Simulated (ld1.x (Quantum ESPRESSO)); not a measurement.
# Which setting gave this result? (Cs (Z = 55), TM)

Base potential:

ld1.x (Quantum ESPRESSO) 7.5 input, shortened:

```
&input
   title='Cs', zed=55., rel=1, dft='PBESOL', iswitch=3,
   config='[Xe] 5d0 6s1 6p0'
 /
 &inputp
   pseudotype=2, tm=.true., lloc=-2, rcloc=2.40,
   nlcc=.true., rcore=2.65
 /
3
6S  1  0   1.00   0.00  3.10  3.10  0.0
5P  2  1   6.00   0.00  2.85  2.85  0.0
5D  3  2   0.00   0.00  4.20  4.20  0.0
 &test
   configts(1)='5p6 5d0 6s1 6p0'
 /
```

Cutoffs, loose and tight: the cutoffs (Ry, on a coarse ladder) from which the occupation-weighted sum of valence levels, in a spherical-Bessel basis at the reference potential, stays within 10 and 1 mRy of its value at 400 Ry. They do not see the model core or the augmentation charge, which bear on the density cutoff. Test errors are all-electron minus pseudo excitation energies from the reference, over the configurations 5p6 5d0 6s0 6p0; 5p6 5d0 6s0.5 6p0; 5p6 5d0 6s0 6p1; 5p5 5d0 6s1 6p0; 5p6 5d0.5 6s0.5 6p0; 5p6 5d1 6s0 6p0; variants that change the core or the reference have their own tests. The largest error is taken over the tests solved by every variant that gives reliable tests at all, those not shown here included: 5p6 5d0 6s0 6p0; 5p6 5d0.5 6s0.5 6p0; 5p6 5d1 6s0 6p0.

Only the scale of all radii but the core radius (base = 1) is moved:

```tsv
scale of all radii but the core radius (base = 1)	cutoff, loose	cutoff, tight	bound ghosts	largest test error (meV)
0.81	50 Ry	70 Ry	s	+24
0.99	15 Ry	21 Ry	p, s	-913 over the solved tests; 1 of 6 tests not solved or not reliable
1.14	8 Ry	15 Ry	s	-1.9
1.21	8 Ry	12 Ry	s	-1.9
1.39	8 Ry	10 Ry	none	-1.6
```

**Question.** One more run gave cutoff, loose: 25 Ry; cutoff, tight: 35 Ry; bound ghosts: s; largest test error (meV): +8.2. Which value of the scale of all radii but the core radius (base = 1) was used?

**Answer.** 0.87. The tight cutoff moves one way along this sweep, from 70 Ry at 0.81 to 10 Ry at 1.39, which places the run between 0.81 and 0.99.
